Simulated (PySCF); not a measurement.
Compound: C2H5ClGeO.
Cartesian coordinates in Å at the PBE0-D3(BJ)/def2-SVP level; atoms count from 1:
```xyz
10
C2H5ClGeO angstrom
C     -1.4441    0.1094    0.4141
C     -0.3271   -0.7284   -0.1243
O     -0.4311   -1.8889   -0.4331
Ge     1.5019    0.0551   -0.3808
Cl     1.5130    2.1189    0.3009
H     -1.1643    0.5084    1.4024
H     -1.5949    0.9874   -0.2350
H     -2.3670   -0.4826    0.4838
H      2.5271   -0.7199    0.4582
H      1.8724    0.0481   -1.8704
```

A calculation gives these core lines: C 1s: 291.42 (area 1), 293.53 (area 1) eV; O 1s: 538.30 eV; Cl 1s: 2828.18 eV; Cl 2p3/2: 205.58 eV.

The calculation used delta-SCF UKS SCAN, pcX-2 on the ionised atom, pcseg-1 elsewhere, spin-free X2C in PySCF 2.14.0. Isolated species at its PBE0-D3(BJ)/def2-SVP geometry (one conformer only).

Problem. Assign the C 1s lines to atoms.

Solution. 291.42 eV: C1 (methyl carbon next to a carbonyl); 293.53 eV: C2 (carbonyl carbon). Lowest listed C 1s: C1, bonded to C and 3 H. Highest, 2.11 eV above it: C2, bonded to O (double bond), C and Ge. Summing the Pauling electronegativity differences to the bonded atoms, each weighted by its formal bond order, gives -1.05 for the lowest site and +1.24 for the highest.

Bonded neighbours of each site: C1: C and 3 H; C2: O (double bond), C and Ge; O3: C (double bond); Cl5: Ge.

Problem. Which photon wavelength matches the C 1s of C1 threshold?

Solution. λ = hc/E = 12398.42 eV Å / 291.42 eV = 42.545 Å.

The unrestricted hole states depart most from a pure doublet (⟨S²⟩ = 0.75; over 0.85 named) for C 1s of C2 (0.85), which makes this value less certain. 2p3/2 and 2p1/2 are the ΔSCF energy of one spin-free 2p hole plus the eigenvalues of a spin–orbit and ligand-field matrix of the shell. 2p1/2 minus 2p3/2 (ligand field included): Cl 1.65 eV. No level of germanium is listed.

The run took 19 s of wall time on Intel Xeon 6975P-C, one thread, shared host with 192 logical CPUs at a one-minute load of 100, and the process peaked at 0.53 GiB of memory.
